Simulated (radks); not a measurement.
Species: the europium ion Eu+. Configuration: [Xe] 4f(up 7, down 0) 6s(up 0.5, down 0.5) (fractional occupations, a model configuration).

Calculated with a radial shooting solver on a logarithmic mesh with Libxc functionals: scalar-relativistic Kohn-Sham, r2SCAN, spin-polarised, spherical densities, finite nucleus; meta-GGA in the generalised Kohn-Sham scheme; Fermi nuclear charge, rms radius 5.1115 fm.

Energy parts (hartree):
part                       energy
total                 -10844.6176
kinetic                11617.3058
electron-nucleus      -26419.9956
Hartree                 4200.8919
exchange-correlation    -242.8197

Orbitals (lengths in bohr, moments of r in powers of bohr; <r^-3> diverges for s and p1/2; r(max) is where P^2 peaks; r(90%) holds 90 % of the orbital's charge):
orbital  occ.  eigenvalue (hartree)  <r^-3>      <r>   r(max)  r(90%)
1s up       1             -1780.210       -  0.02232  0.01420  0.0404
1s down     1             -1780.209       -  0.02232  0.01420  0.0404
2s up       1             -293.2584       -  0.09509  0.08051   0.147
2s down     1             -293.2592       -  0.09509  0.08051   0.147
2p up       3             -261.1828   10780  0.08390  0.06513   0.137
2p down     3             -261.1830   10780  0.08390  0.06513   0.137
3s up       1             -65.00421       -   0.2493   0.2286   0.366
3s down     1             -64.89740       -   0.2490   0.2285   0.365
3p up       3             -54.96826    2252   0.2479   0.2243   0.371
3p down     3             -54.86130    2258   0.2476   0.2242   0.370
3d up       5             -41.54101   303.4   0.2261   0.1841   0.352
3d down     5             -41.45772   304.4   0.2257   0.1839   0.352
4s up       1             -13.30402       -   0.5667   0.5278   0.813
4s down     1             -13.03717       -   0.5665   0.5274   0.813
4p up       3              -9.98868   493.3   0.5999   0.5508   0.872
4p down     3              -9.71922   493.0   0.5997   0.5502   0.872
4d up       5              -5.35232   55.53   0.6550   0.5740   0.984
4d down     5              -5.07903   55.42   0.6558   0.5732   0.986
4f up       7              -0.39074   6.945   0.9374   0.5931    1.63
4f down     0              -0.15363   6.172    1.110   0.5974    2.06
5s up       1              -1.96793       -    1.373    1.230    1.98
5s down     1              -1.82882       -    1.412    1.251    2.04
5p up       3              -1.16721   66.58    1.604    1.394    2.35
5p down     3              -1.06884   59.33    1.660    1.427    2.44
6s up     0.5              -0.31439       -    3.885    3.435    5.61
6s down   0.5              -0.29667       -    4.095    3.633    5.92

The highest occupied level is 6s down at -8.073 eV. The density falls to 0.001 e/bohr^3 at r = 4.55 bohr. Spin moment in Bohr magnetons: 7. Summed over all electrons, <r^2> = 58.08 bohr^2, which gives a Langevin (diamagnetic) susceptibility term of -46 x 10^-6 cm^3/mol.
